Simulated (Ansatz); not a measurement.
Two isomers of C2H9BOSi: A = `BC([SiH3])OC`, B = `CCBO[SiH3]`.

Gas-phase electronic energies from Ansatz, PBE0-D4/def2-TZVP geometries. CCSD(T)/CBS is the MP2 limit (def2-TZVPP, def2-QZVPP) plus CCSD(T) − MP2 in def2-TZVPP, frozen cores. DFT in def2-TZVPP. B3LYP here is the variant with VWN-RPA as its local correlation; programs differ in this. Each species was taken in one conformer, which may not be the lowest.

Question: Which is lower in electronic energy at CCSD(T)/CBS, and by how much? (An estimate is asked.)

Answer: Ansatz gave: B, by 87.6 kcal/mol.

Question: Give E(B) − E(A) in kcal/mol with ωB97M-V, CCSD/def2-TZVPP, HF/def2-TZVPP, B3LYP-D4, B2PLYP, PBE-D4, B3LYP. (Estimate.)

Answer: The calculation gave: ωB97M-V -85.6, CCSD/def2-TZVPP -88.8, HF/def2-TZVPP -95.5, B3LYP-D4 -85.4, B2PLYP -88.3, PBE-D4 -78.7, B3LYP -87.0. None reverses the order clearly.

Largest T1 diagnostic: 0.013.

From PBE to PBE0 (25 % exact exchange), in def2-TZVPP and without D4, E(B) − E(A) moves by −3.8 kcal/mol. The D4 term adds +1.6 kcal/mol with B3LYP and +0.8 kcal/mol with PBE0; it sums over pairs of atoms, weighted by their polarisabilities, and B3LYP, whose exchange is more repulsive, gets the larger term.
